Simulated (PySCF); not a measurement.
**Simulated absorption spectrum**

Compound: C5H12Si.
InChI=1S/C5H12Si/c1-2-3-5-4-6-5/h5H,2-4,6H2,1H3/t5-/m1/s1

Theory: TDDFT CAM-B3LYP/def2-SVPD, vertical, gas phase, core orbitals frozen in the response in PySCF. Isolated species at its GFN2-xTB geometry (one conformer only). Torsions of this conformer, `[CH3:1][CH2:2][CH2:3][C@@H:4]1[CH2:5][SiH2:6]1`: C1–C2–C3–C4 178°, C2–C3–C4–C5 -75°.

Broadening: Gaussians 0.25 eV wide at half height, area fixed by f = 4.319×10⁻⁹ ∫ε dν̃. The width is an assumption, not a result. The curve ends short of the highest state used, and states not computed would add to its high-energy end.

E (eV), ε (L mol⁻¹ cm⁻¹) and a bar:
```
     5.84         47 
     5.88        167 
     5.92        510 #
     5.97       1692 ##
     6.01       3764 #####
     6.05       7267 #########
     6.09      12174 ###############
     6.13      17696 ######################
     6.18      23138 ############################
     6.22      24445 ##############################
     6.26      22413 ############################
     6.30      17835 ######################
     6.34      12320 ###############
     6.39       6365 ########
     6.43       3223 ####
     6.47       1482 ##
     6.51        767 #
     6.55        734 #
     6.60       1374 ##
     6.64       2312 ###
     6.68       3469 ####
     6.72       4584 ######
     6.76       5348 #######
     6.80       5546 #######
     6.85       4985 ######
     6.89       4106 #####
     6.93       3122 ####
     6.97       2256 ###
     7.01       1642 ##
     7.06       1267 #
```

(1) Locate the maxima and give the states behind the curve.

(2) On this curve, what absorbance would a 10⁻³ mol/L sample give at 193 nm over a 1 cm path?

(3) Coming from long wavelengths, where does ε first pass 100 L mol⁻¹ cm⁻¹?

Answers

(1) 199 nm (6.22 eV), ε about 24000, made up of S1 (100%); 183 nm (6.79 eV), ε about 5600, made up of S3 (81%) and S4 (19%) (ε in L mol⁻¹ cm⁻¹; maxima over ε = 5, shares over 10%). The states used: S1 6.22 eV (f 0.226); S2 6.29 eV (f 0.0008); S3 6.77 eV (f 0.043); S4 6.89 eV (f 0.015); S5 7.16 eV (f 0.0093); S6 7.36 eV (f 0.0082); S7 7.55 eV (f 0.012); S8 7.66 eV (f 0.0041).

(2) 193 nm is 6.424 eV, where ε is about 3600 L mol⁻¹ cm⁻¹, so A = ε c l ≈ 3.6 (Beer–Lambert, with the gas-phase spectrum and the assumed width).

(3) At about 211 nm (5.86 eV), 0.35 eV below S1.

Without π bonds the low states are Rydberg-like; a valence basis with one diffuse set may place them up to an eV too high.
